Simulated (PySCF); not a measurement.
# F3GaH3P: core ionisation energies

Compound: Ga(PH3)F3.
Bonds: Ga1–P2, Ga1–F6, Ga1–F7, Ga1–F8. Hydrogens: H3, H4, H5 on P2.

Computed with delta-SCF UKS SCAN, pcX-2 on the ionised atom, pcseg-1 elsewhere, spin-free X2C (PySCF). Each binding energy is the total energy of the core-ionised species, with the hole localised on one atom, minus that of the ground state; both are solved self-consistently, so orbital relaxation is included.

Problem. List the computed XPS lines with their assignment.

Solution. 
| atom(s) | environment | level | binding energy (eV) | 2p1/2 (eV) | count |
| --- | --- | --- | --- | --- | --- |
| P2 | phosphorus bonded to Ga and 3 H | P 2p3/2 | 139.16 | 140.05 | 1 |
| P2 | phosphorus bonded to Ga and 3 H | P 1s | 2152.72 | – | 1 |
| F6/F7/F8 | fluorine bonded to Ga | F 1s | 690.95 | – | 3 |

Problem. Which photon energy gives electrons from F 1s of F6/F7/F8 a kinetic energy of 100 eV, and what is their de Broglie wavelength?

Solution. hν = 690.95 + 100 = 790.95 eV, recoil neglected; λ = 12.264 Å/√(E/eV) = 1.23 Å.

Problem. What is the longest wavelength that can ionise F 1s of F6/F7/F8 vertically?

Solution. λ = hc/E = 12398.42 eV Å / 690.95 eV = 17.944 Å.

One atom of each set of topologically equivalent atoms was ionised and stands for the set; in this conformer not all members are related by symmetry, and their own values weren't computed. For 2p shells one spin-free hole was relaxed; a mean-field spin–orbit operator and the ground-state splitting of the three 2p orbitals were then diagonalised within the shell. The shell's mean is (2 × 2p3/2 + 2p1/2)/3, and the degeneracies 2j + 1 give areas of 2:1. 2p1/2 minus 2p3/2 (ligand field included): P 0.89 eV. No level of gallium is listed. Geometry: PBE0-D3(BJ)/def2-SVP; no solvent, vibrations or thermal averaging.
